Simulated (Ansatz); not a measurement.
Ideal-gas functions of AlBH$_{4}$OSe (`[OH][AlH][BH][SeH]`) at 298.15 K and 1 bar, from an Ansatz frequency run at PBE0-D4/def2-TZVP.

Molar mass 136.78 g/mol, point group Cs (symmetry number 1), electronic degeneracy 1, moments of inertia 58.121, 343.646, 401.767 u Å². Harmonic wavenumbers (cm⁻¹, unscaled): 71, 83, 256, 335, 413, 494, 501, 586, 700, 710, 771, 813, 850, 995, 1902, 2404, 2632, 3954.

Use S(trans) = R[1.5 ln M + 2.5 ln T − 1.1517]; rotational temperatures θ = 24.2544 K / I; S(rot) = R[ln(√π/σ · √(T³/θAθBθC)) + 1.5]; for each mode x = 1.438777 ν̃/T, S = R[x/(eˣ − 1) − ln(1 − e⁻ˣ)] and H = RT x/(eˣ − 1); 1 cm⁻¹ = 0.0119627 kJ/mol; R = 8.31446 J/(mol·K).

Task: By hand: the entropy, in J/(mol·K).

Result: Translation 170.2. Rotation: θ = 0.4173, 0.0706, 0.0604 K, giving 114.6. Vibration, mode by mode: 17.26, 15.98, 7.07, 5.17, 3.83, 2.82, 2.74, 1.98, 1.28, 1.23, 0.97, 0.82, 0.71, 0.40, 0.01, 0.00, 0.00, 0.00, in all 62.3. Electronic 0.0. Sum 347.1 J/(mol·K).

Task: By hand: H − E and G − E in kJ/mol, counted from the electronic energy.

Result: Zero-point energy ½ × 18470 × 0.0119627 = 110.5; thermal vibration 10.0; translation, rotation and pV give 4 RT = 9.9. H − E = 130.4 kJ/mol, and G − E = 130.4 − 298.15 × 347.1/1000 = 26.9 kJ/mol.

Vibration gives 18 % of the entropy, 33.2 J/(mol·K) of it from the modes under 150 cm⁻¹: soft modes count most, and the harmonic formula is weakest for them. The sum counts one conformer and one mirror image; others add a mixing term.
